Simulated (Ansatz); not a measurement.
Ansatz (a program for electronic structure) input (B3LYP-D3(BJ)/def2-TZVP):

Ansatz 0.2 input:
```yaml
crystal:
  periodic: [false, false, false]
  atoms:
    - {symbol: B, position_ang: [-0.85573650, -0.00493450, -0.02237294]}
    - {symbol: N, position_ang: [0.51584742, -0.10079013, 0.00863416]}
    - {symbol: H, position_ang: [-1.47797506, 1.01043132, 0.00900960]}
    - {symbol: H, position_ang: [1.13550828, 0.69831676, 0.06203764]}
    - {symbol: H, position_ang: [1.01021735, -0.97854462, -0.01962167]}
basis:
  gaussian:
    orbitals: def2-TZVP
hamiltonian:
  xc: b3lyp
  dispersion: d3bj
magnetization: {spin_polarized: true, initial_magnetization: 1}
phonons: {temperatures: {t_min: 298.15, t_max: 298.15, t_step: 100}}
```

Output:

```
Functional definition: B3LYP
integrals: 0.01 GiB planned
456 factors; their error is unknown
mean field: 0.19 GiB planned
mean field evaluation 1: about -2208.6188 eV, gradient 4.1e1 eV
mean field evaluation 2: about -2198.2971 eV, gradient 6.1e1 eV
mean field evaluation 4: about -2215.0661 eV, gradient 2.4e0 eV
mean field evaluation 8: about -2215.0995 eV, gradient 4.0e-2 eV
mean field evaluation 16: about -2215.0989 eV, gradient 2.8e-5 eV
mean field -2215.09893272 eV, -81.4033843295 hartree, gradient 2.8e-5 eV, S^2 0.752312; 0 other end points of the search recorded, 0 dependent functions left out
the calculation of the forces begins
reference -2215.09913742 eV, -81.4033918522 hartree; 8, 7 occupied and 72, 73 virtual orbitals, 456 factors
these checks for a lower state are left out or cut short: stability, starts, cluster_reference, orbital_swaps, neighbouring_geometries, increment
integrals: 0.01 GiB planned
456 factors; their error is unknown
mean field: 0.19 GiB planned
mean field -2215.09886404 eV, -81.4033818056 hartree, gradient 2.7e-6 eV, S^2 0.752310; 0 other end points of the search recorded, 0 dependent functions left out
the calculation of the forces begins
reference -2215.09906876 eV, -81.4033893287 hartree; 8, 7 occupied and 72, 73 virtual orbitals, 456 factors
these checks for a lower state are left out or cut short: stability, starts, cluster_reference, orbital_swaps, neighbouring_geometries, increment
integrals: 0.01 GiB planned
456 factors; their error is unknown
mean field: 0.19 GiB planned
mean field evaluation 32: about -2215.0989 eV, gradient 1.1e-6 eV
mean field -2215.09885191 eV, -81.4033813597 hartree, gradient 1.1e-6 eV, S^2 0.752314; 0 other end points of the search recorded, 0 dependent functions left out
the calculation of the forces begins
reference -2215.09905660 eV, -81.4033888821 hartree; 8, 7 occupied and 72, 73 virtual orbitals, 456 factors
these checks for a lower state are left out or cut short: stability, starts, cluster_reference, orbital_swaps, neighbouring_geometries, increment
integrals: 0.01 GiB planned
456 factors; their error is unknown
mean field: 0.19 GiB planned
mean field -2215.09884146 eV, -81.4033809757 hartree, gradient 2.4e-6 eV, S^2 0.752309; 0 other end points of the search recorded, 0 dependent functions left out
the calculation of the forces begins
reference -2215.09904617 eV, -81.4033884987 hartree; 8, 7 occupied and 72, 73 virtual orbitals, 456 factors
these checks for a lower state are left out or cut short: stability, starts, cluster_reference, orbital_swaps, neighbouring_geometries, increment
integrals: 0.01 GiB planned
456 factors; their error is unknown
mean field: 0.19 GiB planned
mean field -2215.09885580 eV, -81.4033815027 hartree, gradient 2.5e-6 eV, S^2 0.752315; 0 other end points of the search recorded, 0 dependent functions left out
the calculation of the forces begins
reference -2215.09906050 eV, -81.4033890253 hartree; 8, 7 occupied and 72, 73 virtual orbitals, 456 factors
these checks for a lower state are left out or cut short: stability, starts, cluster_reference, orbital_swaps, neighbouring_geometries, increment
integrals: 0.01 GiB planned
456 factors; their error is unknown
mean field: 0.19 GiB planned
mean field -2215.09871797 eV, -81.4033764374 hartree, gradient 2.1e-6 eV, S^2 0.752311; 0 other end points of the search recorded, 0 dependent functions left out
the calculation of the forces begins
reference -2215.09892273 eV, -81.4033839623 hartree; 8, 7 occupied and 72, 73 virtual orbitals, 456 factors
these checks for a lower state are left out or cut short: stability, starts, cluster_reference, orbital_swaps, neighbouring_geometries, increment
integrals: 0.01 GiB planned
456 factors; their error is unknown
mean field: 0.19 GiB planned
mean field -2215.09872208 eV, -81.4033765887 hartree, gradient 2.2e-6 eV, S^2 0.752313; 0 other end points of the search recorded, 0 dependent functions left out
the calculation of the forces begins
reference -2215.09892673 eV, -81.4033841093 hartree; 8, 7 occupied and 72, 73 virtual orbitals, 456 factors
these checks for a lower state are left out or cut short: stability, starts, cluster_reference, orbital_swaps, neighbouring_geometries, increment
integrals: 0.01 GiB planned
456 factors; their error is unknown
mean field: 0.19 GiB planned
mean field evaluation 64: about -2215.0988 eV, gradient 7.2e-7 eV
mean field -2215.09881471 eV, -81.4033799928 hartree, gradient 7.2e-7 eV, S^2 0.752311; 0 other end points of the search recorded, 0 dependent functions left out
the calculation of the forces begins
reference -2215.09901945 eV, -81.4033875169 hartree; 8, 7 occupied and 72, 73 virtual orbitals, 456 factors
these checks for a lower state are left out or cut short: stability, starts, cluster_reference, orbital_swaps, neighbouring_geometries, increment
integrals: 0.01 GiB planned
456 factors; their error is unknown
mean field: 0.19 GiB planned
mean field -2215.09880767 eV, -81.4033797341 hartree, gradient 8.9e-7 eV, S^2 0.752313; 0 other end points of the search recorded, 0 dependent functions left out
the calculation of the forces begins
reference -2215.09901234 eV, -81.4033872555 hartree; 8, 7 occupied and 72, 73 virtual orbitals, 456 factors
these checks for a lower state are left out or cut short: stability, starts, cluster_reference, orbital_swaps, neighbouring_geometries, increment
integrals: 0.01 GiB planned
456 factors; their error is unknown
mean field: 0.19 GiB planned
mean field -2215.09887949 eV, -81.4033823734 hartree, gradient 1.6e-6 eV, S^2 0.752313; 0 other end points of the search recorded, 0 dependent functions left out
the calculation of the forces begins
reference -2215.09908421 eV, -81.4033898966 hartree; 8, 7 occupied and 72, 73 virtual orbitals, 456 factors
these checks for a lower state are left out or cut short: stability, starts, cluster_reference, orbital_swaps, neighbouring_geometries, increment
integrals: 0.01 GiB planned
456 factors; their error is unknown
mean field: 0.19 GiB planned
mean field -2215.09887921 eV, -81.4033823631 hartree, gradient 1.5e-6 eV, S^2 0.752311; 0 other end points of the search recorded, 0 dependent functions left out
the calculation of the forces begins
reference -2215.09908391 eV, -81.4033898854 hartree; 8, 7 occupied and 72, 73 virtual orbitals, 456 factors
these checks for a lower state are left out or cut short: stability, starts, cluster_reference, orbital_swaps, neighbouring_geometries, increment
integrals: 0.01 GiB planned
456 factors; their error is unknown
mean field: 0.19 GiB planned
mean field -2215.09891091 eV, -81.4033835278 hartree, gradient 1.4e-6 eV, S^2 0.752312; 0 other end points of the search recorded, 0 dependent functions left out
the calculation of the forces begins
reference -2215.09911557 eV, -81.4033910489 hartree; 8, 7 occupied and 72, 73 virtual orbitals, 456 factors
these checks for a lower state are left out or cut short: stability, starts, cluster_reference, orbital_swaps, neighbouring_geometries, increment
integrals: 0.01 GiB planned
456 factors; their error is unknown
mean field: 0.19 GiB planned
mean field evaluation 96: about -2215.0989 eV, gradient 1.3e-6 eV
mean field -2215.09892324 eV, -81.4033839813 hartree, gradient 1.3e-6 eV, S^2 0.752312; 0 other end points of the search recorded, 0 dependent functions left out
the calculation of the forces begins
reference -2215.09912799 eV, -81.4033915057 hartree; 8, 7 occupied and 72, 73 virtual orbitals, 456 factors
these checks for a lower state are left out or cut short: stability, starts, cluster_reference, orbital_swaps, neighbouring_geometries, increment
integrals: 0.01 GiB planned
456 factors; their error is unknown
mean field: 0.19 GiB planned
mean field -2215.09884216 eV, -81.4033810014 hartree, gradient 2.4e-6 eV, S^2 0.752315; 0 other end points of the search recorded, 0 dependent functions left out
the calculation of the forces begins
reference -2215.09904683 eV, -81.4033885231 hartree; 8, 7 occupied and 72, 73 virtual orbitals, 456 factors
these checks for a lower state are left out or cut short: stability, starts, cluster_reference, orbital_swaps, neighbouring_geometries, increment
integrals: 0.01 GiB planned
456 factors; their error is unknown
mean field: 0.19 GiB planned
mean field -2215.09883937 eV, -81.4033808990 hartree, gradient 2.4e-6 eV, S^2 0.752309; 0 other end points of the search recorded, 0 dependent functions left out
the calculation of the forces begins
reference -2215.09904411 eV, -81.4033884229 hartree; 8, 7 occupied and 72, 73 virtual orbitals, 456 factors
these checks for a lower state are left out or cut short: stability, starts, cluster_reference, orbital_swaps, neighbouring_geometries, increment
integrals: 0.01 GiB planned
456 factors; their error is unknown
mean field: 0.19 GiB planned
mean field -2215.09890684 eV, -81.4033833784 hartree, gradient 2.6e-6 eV, S^2 0.752315; 0 other end points of the search recorded, 0 dependent functions left out
the calculation of the forces begins
reference -2215.09911154 eV, -81.4033909011 hartree; 8, 7 occupied and 72, 73 virtual orbitals, 456 factors
these checks for a lower state are left out or cut short: stability, starts, cluster_reference, orbital_swaps, neighbouring_geometries, increment
integrals: 0.01 GiB planned
456 factors; their error is unknown
mean field: 0.19 GiB planned
mean field -2215.09889630 eV, -81.4033829910 hartree, gradient 2.6e-6 eV, S^2 0.752309; 0 other end points of the search recorded, 0 dependent functions left out
the calculation of the forces begins
reference -2215.09910101 eV, -81.4033905139 hartree; 8, 7 occupied and 72, 73 virtual orbitals, 456 factors
these checks for a lower state are left out or cut short: stability, starts, cluster_reference, orbital_swaps, neighbouring_geometries, increment
integrals: 0.01 GiB planned
456 factors; their error is unknown
mean field: 0.19 GiB planned
mean field evaluation 128: about -2215.0988 eV, gradient 1.9e-6 eV
mean field -2215.09881524 eV, -81.4033800120 hartree, gradient 1.9e-6 eV, S^2 0.752311; 0 other end points of the search recorded, 0 dependent functions left out
the calculation of the forces begins
reference -2215.09901989 eV, -81.4033875329 hartree; 8, 7 occupied and 72, 73 virtual orbitals, 456 factors
these checks for a lower state are left out or cut short: stability, starts, cluster_reference, orbital_swaps, neighbouring_geometries, increment
integrals: 0.01 GiB planned
456 factors; their error is unknown
mean field: 0.19 GiB planned
mean field -2215.09882630 eV, -81.4033804185 hartree, gradient 2.2e-6 eV, S^2 0.752313; 0 other end points of the search recorded, 0 dependent functions left out
the calculation of the forces begins
reference -2215.09903105 eV, -81.4033879430 hartree; 8, 7 occupied and 72, 73 virtual orbitals, 456 factors
these checks for a lower state are left out or cut short: stability, starts, cluster_reference, orbital_swaps, neighbouring_geometries, increment
integrals: 0.01 GiB planned
456 factors; their error is unknown
mean field: 0.19 GiB planned
mean field -2215.09891217 eV, -81.4033835745 hartree, gradient 2.6e-6 eV, S^2 0.752313; 0 other end points of the search recorded, 0 dependent functions left out
the calculation of the forces begins
reference -2215.09911688 eV, -81.4033910974 hartree; 8, 7 occupied and 72, 73 virtual orbitals, 456 factors
these checks for a lower state are left out or cut short: stability, starts, cluster_reference, orbital_swaps, neighbouring_geometries, increment
integrals: 0.01 GiB planned
456 factors; their error is unknown
mean field: 0.19 GiB planned
mean field -2215.09890307 eV, -81.4033832398 hartree, gradient 2.5e-6 eV, S^2 0.752311; 0 other end points of the search recorded, 0 dependent functions left out
the calculation of the forces begins
reference -2215.09910777 eV, -81.4033907624 hartree; 8, 7 occupied and 72, 73 virtual orbitals, 456 factors
Total energy: -2215.18421976 eV, -81.4065185704 hartree
Atom 0 at    -0.855736    -0.004934    -0.022373 Å, force    -0.000086     0.000021    -0.000001 eV/Å
Atom 1 at     0.515847    -0.100790     0.008634 Å, force     0.000005    -0.000033    -0.000001 eV/Å
Atom 2 at    -1.477975     1.010431     0.009010 Å, force     0.000018    -0.000007     0.000000 eV/Å
Atom 3 at     1.135508     0.698317     0.062038 Å, force     0.000030     0.000105     0.000006 eV/Å
Atom 4 at     1.010217    -0.978545    -0.019622 Å, force     0.000032    -0.000086    -0.000003 eV/Å
Dipole moment:     0.472619     0.055279     0.014814 e Å
Vibrations: 615.34 750.74 831.65 1067.01 1331.65 1624.01 2628.23 3500.75 3615.12 cm⁻¹, zero-point energy 0.989672 eV
```

It need not be the lowest isomer of its formula.
